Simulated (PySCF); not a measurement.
C4H10Cd (SMILES C[CH2][Cd][CH2]C), singlet, at a GFN2-xTB geometry (such geometries of metal compounds can be far from the true shape) (core potentials on Cd). Base run: DF-SVWN5/def2-SV(P) (PySCF).

Input for PySCF:
```python
from pyscf import gto, scf, dft

mol = gto.M(
    atom='''
Cd   -0.47539986   -0.23663384   -0.15621558
C    -0.15084967   -0.56841297    2.03967978
C     1.27272704   -1.11505873    2.16372254
H    -0.84526345   -1.26133126    2.51935430
H    -0.21677003    0.39079705    2.56810723
H     1.99859546   -0.44213676    1.69185298
H     1.35857338   -2.10127463    1.69712496
H     1.56572847   -1.22570834    3.21292124
C     0.53729101    0.73469100   -1.90782709
C     0.81313815    2.17835330   -1.48275184
H    -0.02802775    0.73681655   -2.84203535
H     1.49106221    0.22517857   -2.09517876
H     1.37584490    2.21496682   -0.54222818
H    -0.11918677    2.73570441   -1.35183281
H     1.40479737    2.70797603   -2.23667795
''',
    basis='def2-sv(p)',
    ecp={'Cd': 'def2-sv(p)'},
    verbose=4,
)

mf = dft.RKS(mol)
mf.xc = 'lda,vwn'
mf = mf.density_fit(auxbasis='def2-universal-jkfit')
mf.kernel()
mf.analyze()
```

Each row names what was changed in the base input (with any setting that the change needs).

```json
[
 {"change": "base", "ΔE vs base (µEh)": "0.0", "grid points": "176944", "electrons on the grid": "53.99999"},
 {"change": "grids.atom_grid = (50, 194)", "ΔE vs base (µEh)": "-56.3", "grid points": "99088", "electrons on the grid": "54.00018"},
 {"change": "grids.atom_grid = (150, 974)", "ΔE vs base (µEh)": "-0.9", "grid points": "1218264", "electrons on the grid": "54.00000"},
 {"change": "grids.becke_scheme = stratmann", "ΔE vs base (µEh)": "1.4", "grid points": "176944", "electrons on the grid": "53.99999"},
 {"change": "grids.level = 2", "ΔE vs base (µEh)": "0.9", "grid points": "112960", "electrons on the grid": "53.99996"},
 {"change": "small_rho_cutoff = 0", "ΔE vs base (µEh)": "0.0", "grid points": "176944", "electrons on the grid": "53.99999"},
 {"change": "grids.level = 1", "ΔE vs base (µEh)": "-51.9", "grid points": "53648", "electrons on the grid": "54.00016"},
 {"change": "grids.radi_method = gauss_chebyshev", "ΔE vs base (µEh)": "0.1", "grid points": "171416", "electrons on the grid": "53.99999"},
 {"change": "grids.atom_grid = (99, 590)", "ΔE vs base (µEh)": "-1.1", "grid points": "487032", "electrons on the grid": "54.00000"},
 {"change": "grids.level = 7", "ΔE vs base (µEh)": "-0.8", "grid points": "941272", "electrons on the grid": "54.00000"},
 {"change": "grids.atom_grid = (30, 110)", "ΔE vs base (µEh)": "277", "grid points": "36936", "electrons on the grid": "53.99935"}
]
```
